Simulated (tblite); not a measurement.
Input of a run (GFN2-xTB geometry optimisation, gas phase (tblite 0.8.0)), started from a force field or distance geometry:
```
{"job": {"kind": "relax", "xc": "GFN2-xTB", "basis": "xTB"}, "charge": 0, "multiplicity": 2}
C     -0.519300    -0.612900     1.352100
C     -0.355100    -0.028500    -0.029400
C     -0.745400     1.418600     0.057100
C     -1.422100    -0.696800    -0.897300
C      0.942700    -0.304600    -0.675000
C      2.184900     0.176000    -0.021000
O      2.432800    -0.322500     1.238100
H     -0.718400     0.239500     2.049700
H      0.291700    -1.276900     1.672300
H     -1.470900    -1.215300     1.377700
H     -0.192400     1.961600     0.834800
H     -0.803000     1.929700    -0.914700
H     -1.819000     1.405400     0.447000
H     -2.130300     0.041700    -1.251500
H     -1.977300    -1.436300    -0.253800
H     -0.988100    -1.225200    -1.739300
H      0.899100     0.261000    -1.660400
H      1.019500    -1.372800    -0.969900
H      2.316300     1.276300     0.025400
H      3.049300    -0.207300    -0.644900
```

Output (eV, eV/Å):
```
step      E/eV     max force
  0    -637.25602    3.238
  1    -637.64960    0.784
  2    -637.72019    0.689
  3    -637.79494    0.633
  4    -637.87016    0.570
  5    -637.91224    0.557
  6    -637.93986    0.361
  7    -637.96433    0.359
  8    -637.98259    0.340
  9    -637.99827    0.331
 10    -638.01258    0.327
 11    -638.02730    0.313
 12    -638.04379    0.348
 13    -638.05732    0.261
 14    -638.06702    0.263
 15    -638.07569    0.253
 16    -638.08408    0.223
 17    -638.09340    0.235
 18    -638.10305    0.198
 19    -638.11168    0.200
 20    -638.12071    0.281
 21    -638.13269    0.370
 22    -638.14579    0.402
 23    -638.15601    0.240
 24    -638.16242    0.208
 25    -638.16855    0.225
 26    -638.17799    0.377
 27    -638.19143    0.464
 28    -638.20461    0.339
 29    -638.21381    0.277
 30    -638.22114    0.239
 31    -638.22843    0.316
 32    -638.23608    0.365
 33    -638.24377    0.250
 34    -638.25051    0.195
 35    -638.25498    0.206
 36    -638.26036    0.264
 37    -638.26564    0.194
 38    -638.26960    0.129
 39    -638.27244    0.122
 40    -638.27541    0.155
 41    -638.27937    0.187
 42    -638.28347    0.177
 43    -638.28686    0.156
 44    -638.28921    0.119
 45    -638.29162    0.132
 46    -638.29455    0.134
 47    -638.29713    0.099
 48    -638.29878    0.099
 49    -638.30008    0.094
 50    -638.30146    0.102
 51    -638.30293    0.090
 52    -638.30429    0.081
 53    -638.30554    0.092
 54    -638.30689    0.099
 55    -638.30873    0.114
 56    -638.31110    0.137
 57    -638.31370    0.144
 58    -638.31591    0.123
 59    -638.31809    0.115
 60    -638.32006    0.141
 61    -638.32223    0.119
 62    -638.32413    0.104
 63    -638.32588    0.082
 64    -638.32729    0.090
 65    -638.32894    0.088
 66    -638.33038    0.073
 67    -638.33188    0.083
 68    -638.33314    0.107
 69    -638.33465    0.105
 70    -638.33626    0.113
 71    -638.33773    0.090
 72    -638.33879    0.068
 73    -638.33964    0.060
 74    -638.34042    0.054
 75    -638.34114    0.049
 76    -638.34155    0.029
 77    -638.34178    0.052
 78    -638.34197    0.029
 79    -638.34216    0.027
 80    -638.34235    0.024
 81    -638.34246    0.022
 82    -638.34255    0.018
 83    -638.34263    0.020
 84    -638.34272    0.023
 85    -638.34281    0.026
 86    -638.34292    0.028
 87    -638.34303    0.025
 88    -638.34315    0.030
 89    -638.34325    0.025
 90    -638.34332    0.020
 91    -638.34337    0.020
 92    -638.34341    0.018
 93    -638.34346    0.017
 94    -638.34350    0.014
 95    -638.34354    0.016
 96    -638.34359    0.017
 97    -638.34366    0.020
 98    -638.34373    0.017
 99    -638.34379    0.018
100    -638.34384    0.018
101    -638.34389    0.015
102    -638.34391    0.011
103    -638.34393    0.007
```

**Question.** Summarise the run.

**Answer.** The energy falls by 105.0 kJ/mol over 103 L-BFGS steps, the largest force on an atom goes from 3.24 to 0.007 eV/Å, and the atoms move by 0.379 Å rms after alignment. The bond that changes most is C5–C6 (ends: carbon bonded to 2 C and 2 H; carbon bonded to C, O and 2 H), which lengthens by 0.070 Å. Bonds longer at the end by more than 0.005 Å: 6 of 19; shorter: 10. Among the angles that change most is C2–C1–H9, from 114.9° to 105.5°. Among the dihedrals that turn most is H10–C1–C2–C3, from 103° to 163°. The energy never rose by more than 1e-5 eV on the way. The first step brought 36 % of the lowering.

**Question.** What are the final bond lengths?

**Answer.** C1–C2 1.519 Å, C2–C3 1.531 Å, C2–C4 1.551 Å, C2–C5 1.541 Å, C5–C6 1.553 Å, C6–O7 1.338 Å, C1–H8 1.086 Å, C1–H9 1.132 Å, C1–H10 1.087 Å, C3–H11 1.086 Å, C3–H12 1.088 Å, C3–H13 1.088 Å, C4–H14 1.086 Å, C4–H15 1.086 Å, C4–H16 1.087 Å, C5–H17 1.091 Å, C5–H18 1.091 Å, C6–H19 1.106 Å, C6–H20 1.108 Å. Numbering counts from 1 in the input's order; the species is `CC(C)(C)CC[O]` [radical].

GFN2-xTB frequencies show an imaginary mode (218i cm⁻¹), so the point is no minimum at that level.

One conformer stands for the species.

All values are computed, not measured.
